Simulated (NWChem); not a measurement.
# Basis-set convergence for H2INSi

```xyz
5

Si     1.1764     1.3073     0.0000
I     -0.7504    -0.3658     0.0000
N      2.4875     0.1958     0.0000
H      2.4394    -0.8216     0.0000
H      3.4482     0.5359     0.0000
```
Charge 0, spin multiplicity 1.

Everything below was run with NWChem. All single points use one geometry, from B3LYP/def2-SVP with def2 effective core potentials on I, a minimum by its harmonic frequencies. It is one conformer; others weren't searched.

Quantity: first vertical ionisation energy at the level G0W0@PBE0.

Effective core potentials replace the inner electrons of I; spin-orbit coupling is left out. GW and range-separated runs recompute their integrals, the others keep them in memory, which bears on the times. The structure started from a generated list of species.

Costs are rough ratios of processor time within this set of runs, SCF included, with def2-SVP as 1.

```json
[
 {"basis": "def2-SVP", "functions": "68", "first vertical ionisation energy (eV)": "(withheld)", "relative cost": "1"},
 {"basis": "def2-SVPD", "functions": "95", "first vertical ionisation energy (eV)": "(withheld)", "relative cost": "under 3"},
 {"basis": "def2-TZVP", "functions": "130", "first vertical ionisation energy (eV)": "8.72", "relative cost": "6"},
 {"basis": "def2-TZVPP", "functions": "151", "first vertical ionisation energy (eV)": "(withheld)", "relative cost": "7"},
 {"basis": "def2-TZVPD", "functions": "157", "first vertical ionisation energy (eV)": "8.72", "relative cost": "9"}
]
```

Problem. Complete the blanks.

Solution. 
- def2-SVP, first vertical ionisation energy (eV): 8.37
- def2-SVPD, first vertical ionisation energy (eV): 8.42
- def2-TZVPP, first vertical ionisation energy (eV): 8.74
